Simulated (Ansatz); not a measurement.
Ansatz (a program for electronic structure) input (wB97M-V/def2-TZVPD):

Ansatz 0.2 input:
```yaml
crystal:
  periodic: [false, false, false]
  atoms:
    - {symbol: Ag, position_ang: [-0.00000000, -0.00000000, -1.37421160]}
    - {symbol: I, position_ang: [0.00000000, 0.00000000, 1.21864047]}
basis:
  gaussian:
    orbitals: def2-TZVPD
hamiltonian:
  xc: {name: wB97M-V}
magnetization: {spin_polarized: true, initial_magnetization: 2}
```

Output:

```
Functional definition: wB97M-V
integrals: 0.05 GiB planned
796 factors; their error is unknown
integrals: 0.08 GiB planned
193 factors; integrals over basis functions are off by at most 1.0e-4 eV
mean field: 0.69 GiB planned
mean field evaluation 1: about -12094.1712 eV, gradient 2.5e1 eV
mean field evaluation 2: about -12090.7550 eV, gradient 4.6e1 eV
mean field evaluation 4: about -12096.8886 eV, gradient 9.2e-1 eV
mean field evaluation 8: about -12097.0675 eV, gradient 3.3e-1 eV
mean field evaluation 16: about -12097.0681 eV, gradient 7.2e-4 eV
mean field evaluation 32: about -12097.0681 eV, gradient 3.6e-6 eV
mean field -12097.06810031 eV, -444.5590529993 hartree, gradient 3.6e-6 eV, S^2 2.005419; 1 other end points of the search recorded, 0 dependent functions left out
reference -12097.06814113 eV, -444.5590544993 hartree; 23, 21 occupied and 76, 78 virtual orbitals, 796 factors
Total energy: -12097.06814113 eV, -444.5590544993 hartree
```

This state (charge 0, triplet) is run at the relaxed geometry of the species with charge 0 and multiplicity 1, and is a spin state other than that species' own.
